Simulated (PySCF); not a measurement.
## Input and output

HfCl4(H2O) (singlet). PySCF 2.14.0, RKS CAM-B3LYP, Hf def2-SVP with ECP60, Cl def2-SVP, O def2-SVP, H def2-SVP; non-relativistic Hamiltonian with scalar-relativistic core potentials where named; density fitting; no spin-orbit coupling. Purpose: singlet excitations, Tamm-Dancoff CAM-B3LYP.

```python
mol = gto.M(atom='''
Hf    -0.02564    -0.04441     0.00000
Cl    -0.53708    -0.52285     2.31403
Cl    -0.18425    -0.72655    -2.31403
Cl     2.30172     0.17748     0.16340
Cl    -0.99719     2.08207    -0.16340
O     -1.15832    -2.00630     0.00000
H     -1.48678    -2.43787     0.81477
H     -1.36784    -2.50654    -0.81477''',
    basis={'Hf': 'def2-SVP', 'Cl': 'def2-SVP', 'O': 'def2-SVP', 'H': 'def2-SVP'},
    ecp={'Hf': 'def2-SVP'},
    charge=0, spin=0)
mf = dft.RKS(mol, xc='CAMB3LYP')
mf.grids.atom_grid = (50, 194)
mf = mf.density_fit()  # fitting sets: Hf def2-universal-JKFIT, Cl def2-universal-JKFIT, O def2-universal-JKFIT, H def2-universal-JKFIT
mf.conv_tol = 1e-08; mf.max_cycle = 55
mf.kernel(dm0)  # dm0: converged density of the relaxed state
td = mf.TDA(); td.nstates = 8; td.kernel()
```

Run from Python with OMP_NUM_THREADS=2; the lines above give its settings. Where DIIS fails, smearing, a level shift and second-order steps follow.
It took 120 s on 2 threads of Arm Neoverse V2 (shared host), from an already converged density.

Where do the frontier levels lie, over both spins?

HOMO -10.11 eV, LUMO -0.54 eV. 

What does the SCF print?


```
init E= -1964.93213148524
cycle= 1 E= -1964.93621348109  delta_E= -0.00408  |g|= 0.121  |ddm|= 0.305
cycle= 2 E= -1964.93260917334  delta_E= 0.0036  |g|= 0.162  |ddm|= 0.324
cycle= 3 E= -1964.94018879061  delta_E= -0.00758  |g|= 0.00847  |ddm|= 0.187
cycle= 4 E= -1964.9402058478  delta_E= -1.71e-05  |g|= 0.00427  |ddm|= 0.0111
...
cycle= 7 E= -1964.94020966951  delta_E= -1.81e-08  |g|= 6.13e-05  |ddm|= 0.000404
cycle= 8 E= -1964.94020967154  delta_E= -2.03e-09  |g|= 1.63e-05  |ddm|= 0.000142
Extra cycle  E= -1964.94020967159  delta_E= -4.55e-11  |g|= 1.27e-05  |ddm|= 3.62e-05
converged SCF energy = -1964.94020967159
```

What are the Mulliken charges and spins?


```
atom  charge (e)  spin (e)
 Hf1       0.868     0.000
 Cl2      -0.324     0.000
 Cl3      -0.324     0.000
 Cl4      -0.217     0.000
 Cl5      -0.217     0.000
  O6      -0.275     0.000
  H7       0.245     0.000
  H8       0.245     0.000
```

Which singlet excitations follow (Tamm-Dancoff, 8 states)?


```json
{"state": "1", "eV": "6.14", "oscillator strength": "0.0016"}
{"state": "2", "eV": "6.17", "oscillator strength": "0.0097"}
{"state": "3", "eV": "6.21", "oscillator strength": "0.0006"}
{"state": "4", "eV": "6.22", "oscillator strength": "0.0000"}
{"state": "5", "eV": "6.26", "oscillator strength": "0.0092"}
{"state": "6", "eV": "6.44", "oscillator strength": "0.0455"}
{"state": "7", "eV": "6.45", "oscillator strength": "0.0000"}
{"state": "8", "eV": "6.47", "oscillator strength": "0.0001"}
```

The geometry was relaxed with PBE (Hf def2-SVP with ECP60, Cl def2-SVP, O def2-SVP, H def2-SVP).
